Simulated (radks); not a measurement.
The numbers below are computed, except where a source is named.
Ionisation of neutral terbium, [Xe] 4f9 6s2, to [Xe] 4f9 6s1 as the strength of local exchange is varied. Code: a radial shooting solver on a logarithmic mesh with Libxc functionals. Model: scalar-relativistic Kohn-Sham, Slater X-alpha exchange (alpha = 2/3 is LDA exchange), no correlation, spin-polarised, spherical densities, finite nucleus; open shells are filled with parallel spins first (spin-orbit coupling, left out, can overturn this in heavy ions); Fermi nuclear charge, rms radius 5.06 fm.

| alpha | E(Tb) (hartree) | exchange (hartree) | IE (eV) | -e of the level emptied (eV) | <r> of it (bohr) |
|---|---|---|---|---|---|
| 0.753 | -11725.4505 | -273.8542 | 5.370 | 3.319 (6s) | 4.194 |
| 0.791 | -11739.3327 | -288.0438 | 5.527 | 3.486 (6s) | 4.150 |
| 0.798 | -11741.8919 | -290.6614 | 5.557 | 3.517 (6s) | 4.142 |
| 0.912 | -11783.6548 | -333.4554 | 6.050 | 4.048 (6s) | 4.016 |
| x | -11702.8391 | -250.7763 | 5.123 | 3.060 (6s) | 4.265 |

Which alpha was used in the last row?

Answer. alpha = 0.691. NIST Atomic Spectra Database: 5.864 eV (measured). The Delta-SCF value meets it near alpha = 0.87. Open shells are spherical and high-spin; term and fine-structure splittings are not resolved. Spin-orbit splitting is averaged out at the scalar-relativistic level.
